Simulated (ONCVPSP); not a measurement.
## Reading a pseudo-wave (oxygen (O))

Columns: radius, all-electron u(r) and pseudo u(r) of the 2s shell (level -23.91 eV) of oxygen in the configuration [He] 2s2 2p4; PBE, non-relativistic, ONCV scheme, ONCVPSP 4.0.1.

| r (bohr) | all-electron | pseudo |
| --- | --- | --- |
| 0.080 | -0.4069 | 0.0727 |
| 0.160 | -0.3496 | 0.1523 |
| 0.240 | -0.1211 | 0.2478 |
| 0.320 | 0.1449 | 0.3615 |
| 0.400 | 0.3895 | 0.4860 |
| 0.480 | 0.5910 | 0.6149 |
| 0.560 | 0.7442 | 0.7426 |
| 0.640 | 0.8516 | 0.8504 |
| 0.720 | 0.9190 | 0.9190 |
| 0.800 | 0.9537 | 0.9537 |
| 0.880 | 0.9625 | 0.9625 |
| 0.960 | 0.9516 | 0.9516 |
| 1.040 | 0.9262 | 0.9262 |
| 1.120 | 0.8906 | 0.8907 |
| 1.200 | 0.8483 | 0.8483 |
| 1.280 | 0.8017 | 0.8017 |
| 1.360 | 0.7529 | 0.7529 |
| 1.440 | 0.7034 | 0.7034 |
| 1.520 | 0.6543 | 0.6544 |
| 1.600 | 0.6064 | 0.6065 |
| 1.680 | 0.5603 | 0.5604 |
| 1.760 | 0.5163 | 0.5164 |
| 1.840 | 0.4747 | 0.4748 |
| 1.920 | 0.4356 | 0.4357 |
| 2.000 | 0.3991 | 0.3991 |
| 2.080 | 0.3650 | 0.3650 |

(1) How many radial nodes do the two functions have?

(2) At about which radius was the pseudo-wave matched?

(3) Is the pseudo-wave norm-conserving?

Results:

(1) The all-electron 2s function has n − l − 1 = 1; the pseudo-wave has 0, since the states of the same l below it are removed with the core.

(2) 0.70 bohr, where the columns begin to agree (steps of 0.08 bohr).

(3) Yes: the ONCV scheme keeps the norm inside the radius equal to the all-electron one, which fixes the energy derivative of the logarithmic derivative at the level.
